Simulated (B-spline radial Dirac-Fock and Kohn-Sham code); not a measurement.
# Satellites and hypersatellites of the K lines of Zn

System: the free zinc atom in the configuration 1s2 2s2 2p6 3s2 3p6 3d10 4s2.

Input file task.json (cfg lists n, l and occupation; rrms is the nuclear radius in fm):

```json
{"items": [{
  "Z": 30,
  "q": 0,
  "cfg": [[1, 0, 2], [2, 0, 2], [2, 1, 6], [3, 0, 2], [3, 1, 6], [3, 2, 10], [4, 0, 2]],
  "A": 64,
  "rrms": 3.9283,
  "do": ["binding", "quiet", "double"]
}]}
```

Launch: `python xray_run.py task.json out`

Level of theory: multi-electron Dirac-Fock with separately optimised hole states, Breit and Lamb-shift corrections added in first order; a radial finite-basis atomic code. Each two-hole energy is an average over J within one jj subconfiguration, not an observable level; in light atoms, where LS coupling holds, the j-resolved values are not observed lines, and for a K spectator the Kα1 hypersatellite is nearly forbidden. Electron correlation is not included.

Lines without a spectator: Kα2 (K-L2) 8614.7 eV, Kα1 (K-L3) 8638.1 eV, Kβ3 (K-M2) 9566.5 eV, Kβ1 (K-M3) 9569.5 eV. Shifts in eV with one spectator hole (a dash: not computed, or left out as unreliable):

```
spectator hole     Kα2     Kα1     Kβ3     Kβ1
        K (1s)  +318.9  +322.2  +397.1  +397.7
    L2 (2p1/2)   +30.7   +37.6       –   +81.3
    L3 (2p3/2)   +34.3   +33.0   +77.7       –
    M2 (3p1/2)       –   +2.77   +4.87   +6.67
    M3 (3p3/2)   +2.46       –   +6.14   +5.67
    M4 (3d3/2)   -0.17   -1.06       –       –
    M5 (3d5/2)   -1.14   -0.56       –       –
```

With n spectator holes in 2p, averaged over the 2p shell (energies in eV):

```
n    KαLⁿ   step  hypersatellite KαʰLⁿ
0  8630.3      –                8951.4
1  8664.7  +34.4                8986.9
2  8700.1  +35.4                9023.4
3  8736.5  +36.4                9060.9
4  8773.8  +37.4                9099.5
5  8812.3  +38.4                9139.1
```
